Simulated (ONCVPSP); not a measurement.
**What one change does to a pseudopotential (platinum (Pt), ONCV)**

* Element: Pt (Z = 78)
* Generator: ONCVPSP 4.0.1
* Type: optimised norm-conserving Vanderbilt (ONCV)
* Functional: PBE
* Relativity: scalar-relativistic
* Frozen core: [Kr] 4d10 4f14 5s2
* Valence charge: 16
* Reference configuration: 5p6 5d9 6s1
* Partial waves: 6s: rc 2.55 bohr, ncon 4, nbas 6, qcut 2.7 1/bohr, 3 projectors, debl 1.8 Ha; 5p: rc 1.85 bohr, ncon 4, nbas 7, qcut 6.1 1/bohr, 2 projectors, debl 2.2 Ha; 5d: rc 1.90 bohr, ncon 3, nbas 8, qcut 8.2 1/bohr, 3 projectors, debl 0.5 Ha
* Local potential: polynomial inside 1.50 bohr (lpopt 5, dvloc0 0 Ha)
* Core correction: Teter function, fcfact 4.75, rcfact 1.6

Change: p: nproj 0; local potential the p channel.

Cutoffs: the cutoffs (Ha) at which the residual kinetic energy of the hardest occupied pseudo-wave falls to 1 and 0.1 mHa per electron; they do not see the model core or the augmentation charge, which bear on the density cutoff. Errors are all-electron minus pseudo energies relative to the spin-unpolarised reference configuration.

Task: Predict the effect on cutoff, ghosts and configuration errors.

Result: The potential gets neither clearly harder nor softer (20 Ha and 24 Ha → 20 Ha and 24 Ha); the lowest positive-energy flag moves from s at 15.8 eV to s at 57.8 eV; the errors of the 4 common tests hardly move; the range in which the s phases agree narrows (upper end at the end of the scan → 2.1); the range in which the p phases agree narrows (upper end at the end of the scan → -0.5); neither file shows a bound ghost.

```tsv
quantity	base	changed
cutoff, loose	20 Ha	20 Ha
cutoff, tight	24 Ha	24 Ha
bound ghosts	none	none
GHOST(+) flags under 300 eV	s at 15.8 eV, s at 205.4 eV	s at 57.8 eV
error for 5p6 5d9 6s0, meV [ΔE 9.19 eV]	-18	-17
error for 5p6 5d8 6s0, meV [ΔE 29.16 eV]	-11	-11
error for 5p6 5d7 6s0, meV [ΔE 61.38 eV]	-26	-23
error for 5p6 5d9 6s0.5, meV [ΔE 3.69 eV]	-4.6	-4.5
s: phases at 2.59 bohr within 0.05 rad from the reference energy up to (Ha; the scan ends near 5)	to the end of the scan	2.1
p: phases at 1.88 bohr within 0.05 rad from the reference energy up to (Ha; the scan ends near 5)	to the end of the scan	-0.5
d: phases at 1.93 bohr within 0.05 rad from the reference energy up to (Ha; the scan ends near 5)	to the end of the scan	to the end of the scan
rms error of d²Exc/dni dnj with the model core, mHa	1.93	1.93
```
